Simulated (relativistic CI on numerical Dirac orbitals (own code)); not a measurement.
## Cu⁴⁺ in a cubic cluster: 1s photoemission with charge transfer

Computed with a charge-transfer multiplet model of a cubic metal-ligand cluster with up to 3 ligand holes, Slater and spin-orbit integrals from Dirac-Coulomb-Breit ions, Slater integrals scaled by 0.7. The ground state mixes d7 with configurations of k ligand holes L, whose averages lie at kΔ + k(k − 1)U_dd/2; a core hole lowers each added d electron by U_cd. 20 K, Lorentzian 1.1 eV and Gaussian 0.6 eV FWHM.

Atomic integrals in eV (Slater integrals scaled, ζ unscaled), ground: F2dd 10.358, F4dd 6.495, zeta_d 0.120; with the core hole: F2dd 11.457, F4dd 7.209, zeta_d 0.161, G2cd 0.073.

Cluster parameters (eV): Δ = 0.5, U_dd = 7.9, U_cd = 9.9, 10Dq(ligand) = 1.5, V(eg) = 3.3, V(t2g) = -1.8, final-state hopping factor = 0.9.

```tsv
Case	n_d	d7	d8L	d9L2	d10L3	S
10Dq = 0.2 eV	7.81	0.31	0.57	0.12	0.00	0.63
10Dq = 0.8 eV	7.80	0.32	0.57	0.11	0.00	0.53
10Dq = 1.1 eV	7.79	0.32	0.56	0.11	0.00	0.52
10Dq = 1.7 eV	7.77	0.34	0.55	0.10	0.00	0.51
10Dq = 2 eV	7.75	0.35	0.55	0.10	0.00	0.51
```

Weights, n_d and S are thermal averages at 20 K. Binding energies count from the first peak over 30 % of the highest in each spectrum, which can be another peak from case to case. The parameters are a model scan and need not match a compound or its usual spin state. Peaks in eV (height, largest 100):
- 10Dq = 0.2 eV: 0.0 (100), 9.3 (38), 16.4 (7), 22.0 (5)
- 10Dq = 0.8 eV: 0.0 (100), 9.2 (35), 16.6 (6), 21.3 (5)
- 10Dq = 1.1 eV: 0.0 (100), 9.2 (35), 16.7 (6), 21.2 (6)
- 10Dq = 1.7 eV: 0.0 (100), 9.3 (34), 17.0 (6), 20.9 (6)
- 10Dq = 2 eV: 0.0 (100), 9.2 (34), 17.0 (6), 20.7 (6)

For the case 10Dq = 1.1 eV, Δ = 0.5 eV is smaller than U_dd = 7.9 eV, the charge-transfer side of the Zaanen-Sawatzky-Allen scheme. With the core hole the average of the configuration with one ligand hole lies at Δ − U_cd = -9.4 eV before mixing: it lies below the unscreened one, so the lowest final states are mostly screened and the unscreened weight appears at higher binding energy as a satellite.
